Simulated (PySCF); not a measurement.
Zn(OH)2 anion (H2O2Zn), SMILES [OH][Zn][OH] (connectivity only; charge and spin as stated), charge -1, multiplicity 2.

The structure is a stationary point at B3LYP-D3(BJ)/def2-SVPD. The spin state was assumed, not searched. The isomer is the one that the SMILES or the coordinates give; other isomers of the formula were not compared. The values are those of a single conformer.

Level of theory: C-PCM-B3LYP/def2-SVPD (PySCF).

The values are the electrostatic part of the solvation free energy, E(continuum) − E(gas) at the gas-phase geometry, in a cavity of scaled van der Waals radii (PySCF's table); cavitation and dispersion terms are not included. A continuum can't describe solvent molecules that bind to the metal.

```csv
solvent,ε,ΔG(elec) (kcal/mol)
water,78.36,-58.2
1-octanol,9.86,-52.7
dimethylsulfoxide,46.83,?
```

Q: Some entries are withheld; supply them. (Estimate from the structure and the level; the computed values follow.)

A: 
- dimethylsulfoxide, ΔG(elec) (kcal/mol): -57.6
